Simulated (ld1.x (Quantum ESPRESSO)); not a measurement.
## chlorine (Cl): excitation energies, all-electron against RRKJ

| Item | Value |
| --- | --- |
| Element | chlorine (Cl) |
| Generator | ld1.x (Quantum ESPRESSO) 7.5 |
| Type | norm-conserving RRKJ (Kleinman–Bylander form) |
| Functional | LDA (PZ) |
| Relativity | scalar-relativistic |
| Frozen core | [Ne] |
| Valence charge | 7 |
| Reference configuration | 3s2 3p3 (charge +2) |
| Partial waves | 3s (bound): rc 1.05 bohr; 3p (bound): rc 1.20 bohr |
| Local potential | the p channel |
| Core correction | none |

Energies are relative to the spin-unpolarised reference configuration 3s2 3p3; without spin polarisation the order of configurations can differ from experiment. Spin-polarised rows fill each open shell by Hund’s rule, majority spin first.

(1) Give the all-electron excitation energy and the error of the potential for: 3s2 3p5; 3s2 3p4; 3s2 3p2; 3s2 3p5.3; 3s1 3p6; 3s2 3p1; 3s2 3p4.5; 3s2 3p3 (spin-polarised); 3s2 3p5 (spin-polarised).

Answers

(1)

| valence configuration | charge | ΔE all-electron (eV) | error AE − PS (meV) |
| --- | --- | --- | --- |
| 3s2 3p5 | 0 | -39.500 | +40 |
| 3s2 3p4 | +1 | -25.528 | +16 |
| 3s2 3p2 | +3 | 38.395 | +27 |
| 3s2 3p5.3 | -0.3 | -41.672 | +46 |
| 3s1 3p6 | 0 | -27.451 | +37 |
| 3s2 3p1 | +4 | 90.766 | +160 |
| 3s2 3p4.5 | +0.5 | -33.866 | +29 |
| 3s2 3p3 (spin-polarised) | +2 | -2.386 | +281 |
| 3s2 3p5 (spin-polarised) | 0 | -39.685 | +58 |
